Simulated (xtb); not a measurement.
Cl3Sn (SMILES [Cl][Sn-]([Cl])[Cl]), charge -1, singlet, at a GFN2-xTB geometry (such geometries of metal compounds can be far from the true shape).

Input for xtb:
```
$ xtb mol.xyz --gfn 1 --chrg -1 --opt --json

# file mol.xyz
4

Sn    -0.00024598     0.00560843     0.57812327
Cl    -1.94257826    -1.06785136    -0.55730815
Cl     0.05159000     2.20812614    -0.58824027
Cl     1.89171173    -1.15677018    -0.55481414
```

### Question
What does this run give for the total energy at the end of the optimisation, HOMO-LUMO gap?

### Answer

```
Quantity                                             Value
-------------------------------------------  -------------
total energy at the end of the optimisation  -15.696517 Ha
HOMO-LUMO gap                                      6.22 eV
```
